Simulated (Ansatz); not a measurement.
Geometry optimisation, RKS BLYP-D4/def2-SVP (Ansatz).

Input file:

```yaml
crystal:
  periodic: [false, false, false]
  atoms:
    - { symbol: "N", position_ang: [-0.6804, 0.0791, -0.3071] }
    - { symbol: Ge, position_ang: [0.568, -0.1283, 0.9925] }
    - { symbol: F, position_ang: [1.6427, -1.3932, 0.4755] }
    - { symbol: H, position_ang: [-1.252, 0.9308, -0.0059] }
    - { symbol: H, position_ang: [-0.2283, 0.438, -1.1963] }
basis:
  gaussian: { orbitals: def2-SVP }
hamiltonian:
  xc: blyp
  dispersion: d4
relax:
  f_tol: 0.015
  max_steps: 40
```

Command:

```bash
$ ansatz run input.yaml --threads 1 --pin off --max-ram 2048MiB --backend cpu --events-out ev --progress --plain --runs-dir out
```

Question: Where does it end, and by what steps?

Answer: The forces met the threshold. After 8 steps the energy has fallen by 0.606 eV; N1 moved furthest, 0.35 Å.

```tsv
step	energy less start (eV)	largest force component (eV/Å)	accepted
0	0.0000	2.675	yes
1	-0.3806	1.412	yes
2	-0.4709	1.430	yes
3	-0.5438	0.746	yes
4	-0.6014	0.190	yes
5	-0.6026	0.395	yes
6	-0.6056	0.136	yes
7	-0.6059	0.025	yes
8	-0.6060	0.004	yes
```

```xyz
5
Properties=species:S:1:pos:R:3
N -0.487 0.354 -0.206
Ge 0.447 -0.312 1.241
F 1.626 -1.225 0.240
H -1.303 0.971 -0.139
H -0.233 0.138 -1.177
```

Whether the end is a true minimum wasn't checked by a vibrational analysis.

Time of the run: 13 s on 1 thread of Arm Neoverse V2, with other jobs on the host, peak memory 0.13 GiB.
